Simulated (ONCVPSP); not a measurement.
**What the settings do to the ONCV potential of Zn**

Base potential:

* Element: zinc (Zn)
* Generator: ONCVPSP 4.0.1
* Type: optimised norm-conserving Vanderbilt (ONCV)
* Functional: PBE
* Relativity: non-relativistic
* Frozen core: [Ne]
* Valence charge: 20
* Reference configuration: 3s2 3p6 3d10 4s1 (charge +1)
* Partial waves: 3s+4s: rc 0.95 bohr, ncon 4, nbas 7, qcut 12.7 1/bohr, 2 projectors; 3p: rc 0.80 bohr, ncon 4, nbas 9, qcut 18 1/bohr, 2 projectors, debl 1.7 Ha; 3d: rc 0.85 bohr, ncon 4, nbas 8, qcut 20.2 1/bohr, 2 projectors, debl 2.4 Ha
* Local potential: polynomial inside 0.50 bohr (lpopt 3, dvloc0 2 Ha)
* Core correction: Teter function, fcfact 2, rcfact 1.75

In the p channel the program set the typed energies aside and used -3.379, 0.250 Ha.

Cutoffs, loose and tight: the cutoffs (Ha) at which the residual kinetic energy of the hardest occupied pseudo-wave falls to 1 and 0.1 mHa per electron. They do not see the model core or the augmentation charge, which bear on the density cutoff. Test errors are all-electron minus pseudo excitation energies from the reference, over the configurations 3s2 3p6 3d10 4s2; 3s2 3p6 3d10 4s0; 3s2 3p6 3d9 4s0; 3s1 3p6 3d10 4s2. A dash means not determined; rows that change the core or the reference have their own tests.

```tsv
change	outcome	cutoff, loose	cutoff, tight	bound ghosts	GHOST(+) flags above zero	largest test error (meV)
base	generated, projector energies reset by the program	144 Ha	164 Ha	none	s	+3.5
s: qcut 9.6; p: qcut 13.6; d: qcut 15.3	generated, projector energies reset by the program	108 Ha	214 Ha	none	s	-27
s: qcut 11; p: qcut 15.5; d: qcut 17.4	generated, projector energies reset by the program	124 Ha	138 Ha	none	s	-7.4
s: qcut 11.9; p: qcut 16.8; d: qcut 18.9	generated, projector energies reset by the program	135 Ha	152 Ha	none	s	+0.8
s: qcut 14.3; p: qcut 20.2; d: qcut 22.7	generated, projector energies reset by the program	160 Ha	184 Ha	none	s	+6.4
s: qcut 17.3; p: qcut 24.5; d: qcut 27.5	failed: ERROR pspot: first pseudo wave function has node, program will stop	–	–	–	–	–
s: qcut 18.1; p: qcut 25.7; d: qcut 28.8	failed: ERROR pspot: first pseudo wave function has node, program will stop	–	–	–	–	–
```

(1) What comes out with this change to the base: s: qcut 13.2; p: qcut 18.7; d: qcut 21?

(2) What comes out with this change to the base: s: qcut 15.7; p: qcut 22.2; d: qcut 24.9?

(3) What comes out with this change to the base: s: qcut 8.4; p: qcut 11.9; d: qcut 13.4?

Results:

(1) outcome: generated, projector energies reset by the program; cutoff, loose: 150 Ha; cutoff, tight: 171 Ha; bound ghosts: none; GHOST(+) flags above zero: s; largest test error (meV): +4.9.

(2) outcome: generated, projector energies reset by the program; cutoff, loose: 156 Ha; cutoff, tight: 179 Ha; bound ghosts: none; GHOST(+) flags above zero: s; largest test error (meV): +6.9.

(3) outcome: generated, projector energies reset by the program; cutoff, loose: 201 Ha; cutoff, tight: 328 Ha; bound ghosts: none; GHOST(+) flags above zero: s; largest test error (meV): -58.
